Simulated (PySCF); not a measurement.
What settings do to a single point of Pb(SiH3)2

The sound run of Pb(SiH3)2 (singlet) uses PySCF 2.14.0, RKS PBE0, Pb def2-SVP with ECP60, Si def2-SVP, H def2-SVP; non-relativistic Hamiltonian with scalar-relativistic core potentials where named; density fitting; no spin-orbit coupling, grid (50, 194), threshold 1e-8 Eh and 55 cycles, at the relaxed geometry:

```xyz
9

Pb    0.0000    0.0000   -0.4801
Si    1.8383    0.0495    1.5459
H     1.4726   -0.8156    2.7157
H     3.2326   -0.3155    1.1309
H     1.8832    1.4685    2.0410
Si   -1.8383   -0.0495    1.5459
H    -1.4726    0.8156    2.7157
H    -3.2326    0.3155    1.1309
H    -1.8832   -1.4685    2.0410
```

There Pb1 has a Mulliken charge of 0.25 e and the dipole about the centre of mass is 2.11 D. Each run below changes one thing and starts from free metal ions and neutral atoms unless it says otherwise; with 55 cycles, smearing, a level shift and second-order steps follow where DIIS fails, and their cycles count. Energy shifts count from the sound run.

| change | outcome | cycles | energy shift (eV) | largest force component (eV/Å) | charge on Pb1 (e) | dipole about the centre of mass (D) |
| --- | --- | --- | --- | --- | --- | --- |
| all coordinates × 1.12 | converged | 12 | 1.82 | 2.03 | 0.36 | 3.82 |

Q: One further run converged with energy shift (eV) 3.99, largest force component (eV/Å) 1.17, charge on Pb1 (e) 0.23, dipole about the centre of mass (D) 2.03. Which change was it?
A. start from the bare core Hamiltonian, limit 59 cycles
B. threshold 1e-06
C. grid (15, 26)

A: C.

Q: And the other changes listed?

A: 
| change | outcome | cycles | energy shift (eV) | largest force component (eV/Å) | charge on Pb1 (e) | dipole about the centre of mass (D) |
| --- | --- | --- | --- | --- | --- | --- |
| start from the bare core Hamiltonian, limit 59 cycles | converged | 13 | 0.0000 | 0.00 | 0.25 | 2.11 |
| threshold 1e-06 | converged | 9 | 0.0000 | 0.00 | 0.25 | 2.11 |

Unsound on purpose, so not properties of the compound: grid (15, 26).

Forces carry noise of the integration grid, about 0.01 to 0.03 eV/Å.
